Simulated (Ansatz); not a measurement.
Saddle point of TiH2Cl4, closed shell (TiCl₄ ([Cl][Ti]([Cl])([Cl])[Cl]) + H₂ → TiHCl₃ ([Cl][TiH]([Cl])[Cl]) + HCl; bonds formed: Ti1–H7, Cl2–H6; bonds broken: Ti1–Cl2, H6–H7), PBE0-D4/def2-TZVP structure:

Ti1  (-0.205, 0.514, -0.104)
Cl2  (-0.187, -2.237, 0.296)
Cl3  (-1.037, 0.161, -2.078)
Cl4  (-1.581, 0.686, 1.566)
Cl5  (0.772, 2.436, -0.234)
H6  (0.887, -1.399, 0.332)
H7  (1.351, -0.161, 0.222)
(Å)

Energies are electronic, without zero-point energy. Barriers and step energies count from the start structure reached by relaxing down the imaginary mode; all methods use the PBE0-D4 structures, on which another method's saddle can fall below an end. Ansatz 0.2.0; basis: def2-TZVPP, with def2-QZVPP for the basis limit; cores frozen in the correlated methods. B3LYP uses VWN-RPA correlation. Extrapolation: Hartree–Fock as exp(−7.88 √X), correlation as X^−2.97.

| method | barrier (eV) | step energy (eV) |
| --- | --- | --- |
| SPW92 | 1.358 | 1.700 |
| PBE-D4 | ? | 1.735 |
| BLYP-D4 | 1.792 | 1.749 |
| r2SCAN-D4 | 1.756 | 1.784 |
| B97M-V | 1.753 | 1.619 |
| PBE0-D4 | 1.691 | 1.615 |
| B3LYP-D4 | 1.804 | 1.646 |
| r2SCAN0-D4 | 1.757 | 1.650 |
| BHLYP-D4 | 1.854 | 1.517 |
| CAM-B3LYP-D4 | ? | 1.531 |
| wB97X-V | 1.766 | 1.508 |
| wB97M-V | 1.741 | 1.496 |
| B2PLYP | 1.900 | 1.756 |
| PBE-QIDH | ? | 1.701 |
| RPA on PBE | 1.805 | 1.559 |
| HF | 2.115 | 1.319 |
| MP2 | 1.924 | 1.844 |
| CCSD | 1.803 | 1.417 |
| CCSD(T) | 1.830 | 1.611 |

Q: Fill in the withheld barriers. (An estimate is asked for; the value comes from the calculation.)

A: By the calculation: PBE-QIDH 1.815; CAM-B3LYP-D4 1.767; PBE-D4 1.655 eV. Each is the energy of the saddle less that of the start structure, by the same method.

For comparison, the barrier by CCSD(T) at an estimated basis limit (MP2 extrapolated from triple and quadruple zeta, plus CCSD(T) − MP2 in triple zeta) is 1.815 eV.

T1 diagnostic: at most 0.025. The restricted Hartree–Fock reference is unstable towards an unrestricted one at one or more of these structures.

Labels in which every atom is bracketed show which atoms are joined, not bond orders.

For scale, one of the runs: CCSD(T)/def2-TZVPP, 260 basis functions, launched by `ansatz run in.yaml --threads 8 --pin off --events-out ev --progress --plain --max-ram 19148MiB`. The run took 3.9 min on 8 CPU threads of an Intel Xeon (shared host), with 5.8 GiB of host memory at its peak.
